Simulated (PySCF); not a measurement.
## Kr²³⁺: ionisation energy

Kr²³⁺ [Ne] 3s2 3p1 [3p1/2^1, M_J = 1/2] → Kr²⁴⁺ [Ne] 3s2, as a difference of total energies. Calculation: PySCF 2.14, in an even-tempered Gaussian basis (19 s from 3 bohr⁻², ratio 2.4; 13 p from 3.8 bohr⁻², ratio 2.4; 5 d from 14 bohr⁻², ratio 2.6; 4 f from 21 bohr⁻², ratio 2.6); the two-component X2C-1e Hamiltonian. Correlated levels: 1s2 frozen; the 52 highest virtual spinors dropped. "Screened" scales the spin-orbit matrix elements by Boettger's factors to mimic the two-electron term; Breit and QED terms are absent.

| method | ionisation energy (eV) |
| --- | --- |
| GHF (spin-free) | 1041.8 |
| GMP2 (spin-free) | 1042.2 |
| GHF (screened spin-orbit) | 1050.3 |
| GMP2 (screened spin-orbit) | 1050.7 |

Breit and QED terms and the two-electron picture change are absent.

The spin-free rows lack the spin-orbit shift.

For comparison: 1042 ± 5 eV (semi-empirical (NIST evaluation); NIST Atomic Spectra Database, ionization energies).
